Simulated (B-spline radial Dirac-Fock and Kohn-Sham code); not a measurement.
Core-level shifts of gold with charge state

Model: relaxed Dirac-Fock hole states (ΔSCF) with Breit and QED corrections and a finite nucleus. Program: a B-spline atomic structure program. Each ion is free and in its tabulated ground configuration. The model has no electron correlation.

Reference: Au⁷¹⁺, [He] 2s2 2p4, with K 88318.9 eV. Shifts from it, in eV (a dash: the subshell is empty, belongs to an open shell averaged over j, or its hole state is left out as unreliable):

```
  ion  configuration        K
Au⁷²⁺   [He] 2s2 2p3   +536.8
Au⁷³⁺   [He] 2s2 2p2  +1079.0
Au⁷⁴⁺   [He] 2s2 2p1  +1626.6
Au⁷⁵⁺       [He] 2s2  +2179.7
Au⁷⁷⁺            1s2  +3191.5
Au⁷⁸⁺            1s1  +4935.4
```

Values without a named source are computed, but for edge energies of neutral atoms, which are taken from tables.
